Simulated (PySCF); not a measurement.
H₄O₄Si, charge +1, quartet, at a GFN2-xTB geometry of the parent state (a state made from the parent by changing its charge; the spin is typed, not shown lowest); TPSS/STO-3G (PySCF).

Here is a job for PySCF.
```python
from pyscf import gto, scf, dft

mol = gto.Mole()
mol.atom = '''
    O     0.71655418    1.18982663   -0.84296995
    Si   -0.00000000   -0.00000000    0.00000000
    O    -1.02814201    0.71678285    1.03386749
    O    -0.68738808   -0.99172487   -1.08798669
    O     0.99897591   -0.91488460    0.89708915
    H     1.01009778    1.96488292   -0.37378436
    H    -1.39938075    0.19534961    1.73906562
    H    -1.15878807   -0.60533841   -1.81976724
    H     1.54807104   -1.55489412    0.45448598
'''
mol.basis = 'sto-3g'
mol.charge = 1
mol.spin = 3
mol.verbose = 4
mol.build()

mf = dft.UKS(mol)
mf.xc = 'tpss'
mf.kernel()
```

**Question.** Predict the main parts of the log of this PySCF run.

**Answer.** 
```
PySCF version 2.14.0

[INPUT] verbose = 4
[INPUT] num. atoms = 9
[INPUT] num. electrons = 49
[INPUT] charge = 1
[INPUT] spin (= nelec alpha-beta = 2S) = 3
[INPUT] symmetry False subgroup None
[INPUT] Mole.unit = angstrom
[INPUT] Symbol           X                Y                Z      unit          X                Y                Z       unit  Magmom
[INPUT]  1 O      0.716554180000   1.189826630000  -0.842969950000 AA    1.354091153612   2.248446466414  -1.592982336738 Bohr   0.0
[INPUT]  2 Si     0.000000000000   0.000000000000   0.000000000000 AA    0.000000000000   0.000000000000   0.000000000000 Bohr   0.0
[INPUT]  3 O     -1.028142010000   0.716782850000   1.033867490000 AA   -1.942906816060   1.354523277285   1.953726405192 Bohr   0.0
[INPUT]  4 O     -0.687388080000  -0.991724870000  -1.087986690000 AA   -1.298975212491  -1.874088395220  -2.055996871272 Bohr   0.0
[INPUT]  5 O      0.998975910000  -0.914884600000   0.897089150000 AA    1.887790874938  -1.728881329582   1.695252802819 Bohr   0.0
[INPUT]  6 H      1.010097780000   1.964882920000  -0.373784360000 AA    1.908808163231   3.713090585636  -0.706350070046 Bohr   0.0
[INPUT]  7 H     -1.399380750000   0.195349610000   1.739065620000 AA   -2.644446361488   0.369157261441   3.286357734447 Bohr   0.0
[INPUT]  8 H     -1.158788070000  -0.605338410000  -1.819767240000 AA   -2.189792088713  -1.143923807580  -3.438861694056 Bohr   0.0
[INPUT]  9 H      1.548071040000  -1.554894120000   0.454485980000 AA    2.925430286971  -2.938324039497   0.858854029655 Bohr   0.0

nuclear repulsion = 270.793384330784
number of shells = 21
number of NR pGTOs = 99
number of NR cGTOs = 33
basis = sto-3g
ecp = {}

******** <class 'pyscf.dft.uks.UKS'> ********
method = UKS
initial guess = minao
damping factor = 0
level_shift factor = 0
DIIS = <class 'pyscf.scf.diis.CDIIS'>
diis_start_cycle = 1
diis_space = 8
diis_damp = 0
SCF conv_tol = 1e-09
SCF conv_tol_grad = None
SCF max_cycles = 50
direct_scf = True
direct_scf_tol = 1e-13
number electrons alpha = 26  beta = 23
XC library pyscf.dft.libxc version 7.1.2
    S. Lehtola, C. Steigemann, M. J. T. Oliveira, and M. A. L. Marques,  SoftwareX 7, 1–5 (2018)
XC functionals = tpss
    J. Tao, J. P. Perdew, V. N. Staroverov, and G. E. Scuseria,  Phys. Rev. Lett. 91, 146401 (2003)
    J. P. Perdew, J. Tao, V. N. Staroverov, and G. E. Scuseria,  J. Chem. Phys. 120, 6898 (2004)
    J. Tao, J. P. Perdew, V. N. Staroverov, and G. E. Scuseria,  Phys. Rev. Lett. 91, 146401 (2003)
    J. P. Perdew, J. Tao, V. N. Staroverov, and G. E. Scuseria,  J. Chem. Phys. 120, 6898 (2004)
radial grids:
    Treutler-Ahlrichs [JCP 102, 346 (1995); DOI:10.1063/1.469408] (M4) radial grids

becke partition: Becke, JCP 88, 2547 (1988); DOI:10.1063/1.454033
pruning grids: <function nwchem_prune>
grids dens level: 3
symmetrized grids: False
atomic radii adjust function: <function treutler_atomic_radii_adjust>
small_rho_cutoff = 0
Set gradient conv threshold to 3.16228e-05
tot grids = 114744
init E= -586.182090054039

cycle= 1 E= -584.631963915965  delta_E= 1.55  |g|= 0.462  |ddm|= 3.39

cycle= 2 E= -584.681022342749  delta_E= -0.0491  |g|= 0.394  |ddm|= 1.32

cycle= 3 E= -584.785520059133  delta_E= -0.104  |g|= 0.0223  |ddm|= 0.606

cycle= 4 E= -584.741875013797  delta_E= 0.0436  |g|= 0.227  |ddm|= 0.542

cycle= 5 E= -584.785741193329  delta_E= -0.0439  |g|= 0.0162  |ddm|= 0.53

cycle= 6 E= -584.780010278435  delta_E= 0.00573  |g|= 0.0865  |ddm|= 0.199

cycle= 7 E= -584.785893733253  delta_E= -0.00588  |g|= 0.0086  |ddm|= 0.174

cycle= 8 E= -584.785932989862  delta_E= -3.93e-05  |g|= 0.00491  |ddm|= 0.0171

cycle= 9 E= -584.785948764817  delta_E= -1.58e-05  |g|= 0.00226  |ddm|= 0.0111

cycle= 10 E= -584.785952730922  delta_E= -3.97e-06  |g|= 0.000279  |ddm|= 0.00421

cycle= 11 E= -584.785952791294  delta_E= -6.04e-08  |g|= 5.79e-05  |ddm|= 0.000532

cycle= 12 E= -584.785952793708  delta_E= -2.41e-09  |g|= 2.06e-05  |ddm|= 0.000104

cycle= 13 E= -584.785952794009  delta_E= -3.01e-10  |g|= 6.77e-06  |ddm|= 3.57e-05

Extra cycle  E= -584.785952777635  delta_E= 1.64e-08  |g|= 0.000144  |ddm|= 0.000315
SCF not converged.
SCF energy = -584.785952777635 after 50 cycles  <S^2> = 3.7535907  2S+1 = 4.0017949
```

Convergence was not reached.
